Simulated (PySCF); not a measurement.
Cr+ (chromium, charge +1): UHF calculation

Configuration: [Ar] 3d5, high-spin 6S determinant. Computed with PySCF 2.14 in x2c-TZVPPall (6s5p4d2f1g, 64 functions), with the spin-free X2C one-electron Hamiltonian (Gaussian nucleus).

| Property | Result |
| --- | --- |
| Total energy | -1049.422419 hartree |
| One-electron energy | -1441.3504 hartree |
| Hartree (Coulomb) energy | 440.0167 hartree |
| Exchange energy | -48.0886 hartree |
| ⟨S²⟩ | 8.7501 |
| ⟨L²⟩ | 0.000 |
| Sum of ⟨r⟩ | 16.58 bohr |
| Sum of ⟨r²⟩ | 20.94 bohr² |
| Langevin diamagnetic susceptibility | -16.6 ×10⁻⁶ cm³/mol |

```
shell  electrons  mean orbital energy (eV)  rms radius, mean of both spins (bohr)
 1s β          1                   -6049.3                                 0.0734
 1s α          1                   -6049.3                                 0.0734
 2s α          1                   -731.23                                  0.316
 2s β          1                   -728.58                                  0.316
 2p α          3                   -612.60                                  0.287
 2p β          3                   -609.93                                  0.287
 3s α          1                   -102.90                                  0.973
 3s β          1                   -93.504                                  0.973
 3p α          3                   -69.349                                   1.06
 3p β          3                   -57.745                                   1.06
 3d α          5                   -17.530                                   1.52
```

Densities and radii are taken from the X2C orbitals without a picture-change correction, which distorts them close to the nucleus.

Spin-orbit constants ζ (cm⁻¹) from the X2C one-electron operator on these orbitals: bare nucleus, nucleus screened by l(l+1)(2l+1)/3 electrons, and screened by the Breit-Pauli mean field of the electrons.

```
shell   bare  screened nucleus  mean field
   2p  49200             45100       43210
   3p   5577              5112        4864
   3d  410.1             239.2       208.2
```
